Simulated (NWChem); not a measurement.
Species: CH5BrSn; SMILES [CH3][SnH2][Br]

```xyz
8

Sn     0.3173    -0.8052     0.0000
C     -1.6119    -1.7332     0.0000
Br    -0.0801     1.6744     0.0000
H      1.2213    -1.1336    -1.4166
H      1.2213    -1.1336     1.4166
H     -2.1675    -1.4237     0.8955
H     -1.5002    -2.8273     0.0000
H     -2.1675    -1.4237    -0.8955
```
Atoms are numbered in this order, from 1.

Program: NWChem. The geometry was optimised at PBE0/def2-SVP. def2 effective core potentials on Sn; no spin-orbit coupling. B3LYP is NWChem's, with the RPA form of VWN correlation.

For level B3LYP/STO-3G (all-electron, non-relativistic):

| Property | Result |
|---|---|
| highest occupied level (eV) | -4.38 |
| orbital gap (eV) | 8.16 |
| dipole (D) | 2.52 |

Question: What are these values for level B3LYP/def2-SVP (core potentials)?

Answer: The highest occupied level (eV) is -7.46 and the orbital gap (eV) is 6.64. The dipole (D) is 2.85.
